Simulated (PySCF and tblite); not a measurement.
Values are calculated unless marked as measured or tabulated.
C₅H₇NO₂, numbered as in [N:1]#[C:2][CH:3]1[O:4][CH2:5][CH2:6][CH2:7][O:8]1.

Conformers came from 60 starts (ETKDG and KDG, MMFF94s, GFN2-xTB); geometries are GFN2-xTB. Weights use PBE0-D3(BJ)/pcSseg-1 energies plus GFN2-xTB zero-point and thermal terms (modes under about 100 cm⁻¹ blended into free rotors). Symmetry numbers and mirror images are counted. Conformers within 2.5 kcal/mol (GFN2-xTB free energy) were kept, 4 at most. Of two unlike H on one atom, a is the less shielded (PBE0/pcSseg-1). Run with PySCF (density fitting) and tblite.

An NOE distance is ⟨r⁻⁶⟩^(−1/6) over all pairs of like atoms and, for the average, over conformers.

The 6-ring runs over atoms 3–4–5–6–7–8.

| conformer | shape | weight % |
| --- | --- | --- |
| 1 | 6-ring chair (C2 axial) | 99.2 |
| 2 | 6-ring chair (all substituents equatorial) | 0.8 |

Question: Which H–H contacts under 3.5 Å would NOEs report (pairs on one atom left out) at 298.15 K?

Answer: 
```csv
pair,in 1 (Å),in 2 (Å),average (Å)
H5b/H7b ··· H6a,2.47,2.47,2.47
H5a/H7a ··· H6b,2.47,2.47,2.47
H5b/H7b ··· H6b,2.58,3.06,2.58
H5a/H7a ··· H6a,3.06,2.58,3.06
```

Longer pairs under the limit may be missing.

Question: In a model where alignment follows shape alone (order matrix 0.0005 × (3G/tr G − 1)/2, G the second moments of the atom positions; splitting J + 2D), what are the one-bond C–H dipolar couplings D?

Answer: H3 0.4 Hz (0.3 in conformer 1), H5b/H7b -0.3 Hz (-0.3 in conformer 1), H5a/H7a 1.7 Hz (1.7 in conformer 1), H6b 0.0 Hz (-0.1 in conformer 1), H6a 1.4 Hz (1.4 in conformer 1).


Conformer gaps in pcSseg-1 on xTB geometries can be 2 kcal/mol off for S=O, P=O and other polar bonds.